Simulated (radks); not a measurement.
All-electron atom: Dy IV in [Xe] 4f8.5 6p0.5 (fractional occupations, a model configuration).

Calculated with a radial shooting solver on a logarithmic mesh with Libxc functionals: scalar-relativistic Kohn-Sham, BLYP, spin-polarised, spherical densities, finite nucleus; open shells are filled with parallel spins first (spin-orbit coupling, left out, can overturn this in heavy ions); Fermi nuclear charge, rms radius 5.2218 fm.

Energy parts (eV):
part                      energy
total                 -330762.60
kinetic                356805.19
electron-nucleus      -807006.97
Hartree                126588.48
exchange-correlation    -7149.30

Orbitals (lengths in bohr, moments of r in powers of bohr; r(max) is where P^2 peaks):
orbital  occ.  eigenvalue (eV)      <r>      <r^2>   r(max)
1s up       1        -53694.39  0.02112  0.0006094  0.01338
1s down     1        -53694.38  0.02112  0.0006094  0.01338
2s up       1        -8973.862  0.08978   0.009521  0.07604
2s down     1        -8973.803  0.08978   0.009521  0.07604
2p up       3        -7967.893  0.07945   0.007707  0.06168
2p down     3        -7967.848  0.07945   0.007706  0.06168
3s up       1        -2029.160   0.2347    0.06292   0.2155
3s down     1        -2026.832   0.2345    0.06283   0.2154
3p up       3        -1720.285   0.2335    0.06320   0.2117
3p down     3        -1717.966   0.2333    0.06309   0.2116
3d up       5        -1322.436   0.2122    0.05290   0.1730
3d down     5        -1320.655   0.2120    0.05278   0.1729
4s up       1        -434.4023   0.5291     0.3159   0.4937
4s down     1        -429.2270   0.5292     0.3161   0.4936
4p up       3        -332.4644   0.5602     0.3569   0.5155
4p down     3        -327.3718   0.5605     0.3574   0.5154
4d up       5        -193.5485   0.6060     0.4258   0.5334
4d down     5        -188.5725   0.6072     0.4278   0.5334
4f up       7         -41.9463   0.7756     0.7664   0.5303
4f down   1.5         -37.4899   0.7998     0.8267   0.5327
5s up       1         -83.2204    1.256      1.769    1.136
5s down     1         -80.8611    1.270      1.811    1.145
5p up       3         -57.7838    1.449      2.370    1.279
5p down     3         -56.0364    1.470      2.441    1.294
6p up     0.5         -19.3928    3.504      13.66    3.257

The highest occupied level is 6p up at -19.393 eV. The spin density at the nucleus is 0.83 e/bohr^3 (1s -0.04, 2s -1.03, 3s -15.46, 4s 3.55, 5s 13.82). The electron density at the nucleus is 7.78e+05 e/bohr^3 (large components only). The density falls to 0.001 e/bohr^3 at r = 3.84 bohr. Spin moment in Bohr magnetons: 6. Summed over all electrons, <r^2> = 39.59 bohr^2, which gives a Langevin (diamagnetic) susceptibility term of -31.4 x 10^-6 cm^3/mol.
